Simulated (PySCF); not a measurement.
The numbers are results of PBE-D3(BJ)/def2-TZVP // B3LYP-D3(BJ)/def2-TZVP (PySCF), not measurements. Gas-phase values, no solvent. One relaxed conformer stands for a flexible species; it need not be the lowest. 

Reference species (SMILES): `C([SiH]=[SiH2])C` (C–C–Si–Si torsion 20°) (neutral, multiplicity 1).

```json
{
 "HOMO–LUMO gap": "2.52 eV",
 "HOMO": "-4.98 eV",
 "LUMO": "-2.46 eV"
}
```

Changed species: `[SiH3]/C=C/[SiH3]`.

**Question.** Predict the effect on the HOMO–LUMO gap, HOMO and LUMO.

**Answer.** the HOMO–LUMO gap rises by 2.47 eV, to 4.99 eV; the HOMO decreases by 1.97 eV, to -6.95 eV; the LUMO goes up by 0.50 eV, to -1.96 eV.
